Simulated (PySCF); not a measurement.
N-methyl-N-silylethenamine (C₃H₉NSi), SMILES C=CN(C)[SiH3].

Coordinates come from a PBE0-D3(BJ)/def2-SVP optimisation. The values are those of a single conformer.

Two levels are set side by side: PBE/def2-TZVP (PySCF) and HF/def2-TZVP (PySCF). Same geometry, gas phase. Differences are taken from unrounded values.

```csv
quantity,HF
orbital gap (eV),11.91
highest occupied level (eV),-8.43
lowest empty level (eV),3.48
dipole moment (D),1.44
mean polarisability (bohr³),67.9
```

### Question
What does PBE give, and how far is it from HF? (An estimate is asked for; the answer gives what the named calculation found.)

### Answer

| quantity | PBE | PBE minus HF |
|---|---|---|
| orbital gap (eV) | 4.46 | -7.45 |
| highest occupied level (eV) | -4.87 | 3.56 |
| lowest empty level (eV) | -0.42 | -3.89 |
| dipole moment (D) | 1.42 | -0.01 |
| mean polarisability (bohr³) | 75.0 | 7.2 |

PBE's occupied levels lie high since its potential decays too fast outside the molecule; exact exchange lowers them and widens the gap. PBE's more diffuse valence density responds more strongly to a field. Differences between two approximate levels are no errors against the true value.

Rough cost on one machine, each run with all the roots and properties that it gave: HF against PBE about 1/3.
